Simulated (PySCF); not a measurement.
TlCl: frontier orbitals

PBE0 at R = 2.540 Å; basis Tl cc-pVDZ-PP with ECP60, Cl cc-pV(D+d)Z; scalar-relativistic core potentials; PySCF 2.14. State: ³Π (triplet), unpaired electrons σ ↑, π ↑, a second solution, started from another occupation. Only the outer orbitals are listed, counted within each symmetry, core potentials removing the inner ones.

```json
{"spin": "α", "orbital": "8σ", "occ.": "1", "ε (eV)": "-12.67", "on Tl (%)": "57", "main shells (%)": "55 Tl s, 42 Cl p"}
{"spin": "α", "orbital": "4π", "occ.": "1", "ε (eV)": "-9.61", "on Tl (%)": "3", "main shells (%)": "97 Cl p"}
{"spin": "α", "orbital": "4π", "occ.": "1", "ε (eV)": "-9.60", "on Tl (%)": "3", "main shells (%)": "97 Cl p"}
{"spin": "α", "orbital": "9σ", "occ.": "1", "ε (eV)": "-9.56", "on Tl (%)": "52", "main shells (%)": "48 Cl p, 42 Tl s, 9 Tl p"}
{"spin": "α", "orbital": "5π", "occ.": "1", "ε (eV)": "-3.76", "on Tl (%)": "98", "main shells (%)": "98 Tl p"}
{"spin": "α", "orbital": "5π", "occ.": "0", "ε (eV)": "-2.14", "on Tl (%)": "98", "main shells (%)": "98 Tl p"}
{"spin": "α", "orbital": "10σ", "occ.": "0", "ε (eV)": "-0.70", "on Tl (%)": "97", "main shells (%)": "92 Tl p"}
{"spin": "α", "orbital": "11σ", "occ.": "0", "ε (eV)": "4.61", "on Tl (%)": "99", "main shells (%)": "86 Tl s, 12 Tl p"}
{"spin": "β", "orbital": "8σ", "occ.": "1", "ε (eV)": "-11.14", "on Tl (%)": "66", "main shells (%)": "63 Tl s, 32 Cl p"}
{"spin": "β", "orbital": "4π", "occ.": "1", "ε (eV)": "-9.34", "on Tl (%)": "3", "main shells (%)": "97 Cl p"}
{"spin": "β", "orbital": "4π", "occ.": "1", "ε (eV)": "-9.22", "on Tl (%)": "2", "main shells (%)": "98 Cl p"}
{"spin": "β", "orbital": "9σ", "occ.": "0", "ε (eV)": "-6.25", "on Tl (%)": "47", "main shells (%)": "54 Cl p, 35 Tl s, 11 Tl p"}
{"spin": "β", "orbital": "5π", "occ.": "0", "ε (eV)": "-1.49", "on Tl (%)": "98", "main shells (%)": "98 Tl p"}
{"spin": "β", "orbital": "5π", "occ.": "0", "ε (eV)": "-0.88", "on Tl (%)": "98", "main shells (%)": "98 Tl p"}
```

Problem. Which are the highest filled and the lowest empty level, where do they sit, and how wide is the gap?

Solution. Highest filled α 5π at -3.76 eV (in %: 98 Tl p); lowest empty β 9σ at -6.25 eV (in %: 54 Cl p, 35 Tl s, 11 Tl p); the gap at PBE0 is -2.49 eV.

```json
{
 "bond order (Mayer)": "0.78",
 "⟨S²⟩": "2.008",
 "charge on Tl (Mulliken, basis-dependent)": "0.15",
 "charge on Tl (Löwdin, basis-dependent)": "0.06",
 "dipole moment (positive dipole means Tl(−)Cl(+))": "-1.64 D"
}
```

Spin–orbit coupling is left out, which matters for elements this heavy, above all for dissociation energies. Counting both spins, an empty level lies below a filled one in this solution, because spin and occupation are held.
